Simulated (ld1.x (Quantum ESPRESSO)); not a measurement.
Pseudopotential generation for rhodium (Rh): TM semilocal, LDA (PZ), scalar-relativistic.

- Element: rhodium (Rh)
- Generator: ld1.x (Quantum ESPRESSO) 7.5
- Type: norm-conserving Troullier–Martins (semilocal form)
- Functional: LDA (PZ)
- Relativity: scalar-relativistic
- Frozen core: [Kr]
- Valence charge: 9
- Reference configuration: 4d8 5s1 5p0
- Partial waves: 5s (bound): rc 1.85 bohr; 5p (bound, empty): rc 2.94 bohr; 4d (bound): rc 1.20 bohr; 4f channel at 0.4 Ry: rc 3.10 bohr
- Local potential: the f channel
- Core correction: a·sin(br)/r model core inside 1.10 bohr

All-electron outer shells of the reference configuration (LDA (PZ), scalar-relativistic, ld1.x):

| shell | level (eV) | outermost node (bohr) | outermost maximum (bohr) |
| --- | --- | --- | --- |
| 4s | -82.55 | 0.47 | 0.88 |
| 4p | -50.53 | 0.47 | 0.94 |
| 4d | -6.15 | 0.46 | 1.15 |
| 5s | -4.59 | 1.19 | 2.63 |
| 5p | -0.97 | 1.35 | 3.78 |

(1) Estimate the cutoffs (Ry, on a coarse ladder) from which the occupation-weighted sum of valence levels, in a spherical-Bessel basis at the reference potential, stays within 10 and 1 mRy of its value at 400 Ry.

(2) Which valence shell sets the plane-wave cutoff?

(3) Tests: 4d8 5s0 5p0; 4d7 5s0 5p0; 4d6 5s0 5p0; 4d5 5s0 5p0; 4d8.5 5s0.5 5p0; 4d9 5s0 5p0; 4d8 5s0 5p1. Which has the largest error in its energy relative to the reference configuration, and how large is it?

## Answers

(1) 70 Ry and 90 Ry.

(2) 4d: its level needs 70 Ry to come within 1 mRy, against 40 Ry for 5s.

(3) 4d5 5s0 5p0, with -995 meV (all-electron minus pseudo) on +107.44 eV.
